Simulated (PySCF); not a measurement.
## Spinor energies of Nb (niobium, neutral)

Start: [Kr] 4d4 5s1; 4d3/2 filled at m_j = -3/2, -1/2, +1/2, +3/2; 5s1/2 filled at m_j = +1/2. Calculated with PySCF 2.14 in x2c-TZVPall-2c: generalised Hartree-Fock with the X2C-1e Hamiltonian and a Gaussian nucleus; one run each with spin-orbit coupling (SO) switched off, then screened by Boettger's factors.

```csv
spinor shell,electrons,"ε, spin-free (eV)","ε, screened SO (eV)",weight of nominal j (screened SO),"rms radius, screened SO (bohr)"
1s1/2,2,-19087.0,-19086.0,1.000,0.0415
2s1/2,2,-2743.1,-2742.8,1.000,0.171
2p1/2,2,-2443.0,-2509.0,1.000,0.149
2p3/2,4,-2443.0,-2411.8,1.000,0.154
3s1/2,2,-489.14,-489.05,1.000,0.471
3p1/2,2,-388.23,-399.39,1.000,0.471
3d3/2,4,-223.28,-225.18,0.979,0.471
3d5/2,6,-223.28,-221.91,0.986,0.475
4s1/2,2,-72.170,-72.137,1.000,1.24
4p1/2,2,-42.964,-47.070,0.669,1.42
4p3/2,4,-42.964,-40.920,0.835,1.40
4d3/2,4,-7.879,-7.884,0.522,2.35
5s1/2,1,-6.246,-6.240,0.998,4.10
```

**Question.** Where does 3p3/2 lie, and what is the 3p spin-orbit splitting (screened SO)?

**Answer.** At -382.92 eV, 16.470 eV above 3p1/2.

```json
{"quantity": "E (hartree)", "spin-free": "-3817.02795", "screened SO": "-3817.43681"}
{"quantity": "M_J", "spin-free": "1/2", "screened SO": "1/2"}
{"quantity": "⟨J²⟩", "spin-free": "4.760", "screened SO": "4.624"}
{"quantity": "⟨L²⟩", "spin-free": "6.006", "screened SO": "6.006"}
{"quantity": "⟨S²⟩", "spin-free": "8.754", "screened SO": "8.750"}
```

The determinant has a definite M_J but mixes levels of different J.

Each row is a mean over spinors that exchange with the open shell spreads, by up to 4.424 eV (4p3/2).

Rows whose weight is well below 1 are mixtures of j = l ± 1/2: exchange outweighs spin-orbit coupling there, and the label is only the starting occupation.

Breit and QED terms are absent; they matter most for the inner s and p1/2 levels.

Densities and radii are taken from the X2C orbitals without a picture-change correction, which distorts them close to the nucleus.

Without spin-orbit coupling the j labels of p, d and f shells carry no meaning; the spin-free column gives the mean over the occupied spinors of each nl shell, and its ⟨J²⟩ belongs to a mixture of degenerate components.
